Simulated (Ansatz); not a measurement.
System: SbH$_{2}$, charge 0, doublet. SbH2 (SMILES [SbH2], doublet).
B3LYP-D3(BJ)/def2-TZVP minimum from Ansatz (a program for electronic structure):
```
Sb
H 1 1.7178
H 1 1.7178 2 90.34
```
Charge 0, spin multiplicity 2.

Total energies in def2-TZVPP, 7 correlated electrons, 9 frozen orbitals. UHF or UKS for unpaired electrons; spin-orbit terms are left out. Cores are frozen in correlated methods (noble-gas shells, and filled d and f shells in the p block). Past Kr the def2 sets carry scalar-relativistic core potentials. Spin-orbit terms, left out, reach several kcal/mol for Br and I, and more for heavier atoms.

```
method    program  energy (Eh)  minus CCSDT(Q) (mEh)
--------  -------  -----------  --------------------
HF         Ansatz   -240.40397                140.99
MP2        Ansatz   -240.51560                 29.37
CCSD       Ansatz   -240.53997                  5.00
CCSD(T)    Ansatz   -240.54405                  0.91
CCSDT(Q)   Ansatz   -240.54496                  0.00
```

Rough core times of Ansatz's runs on a shared machine: CCSD(T) under 20 s, CCSDT(Q) 2 min.
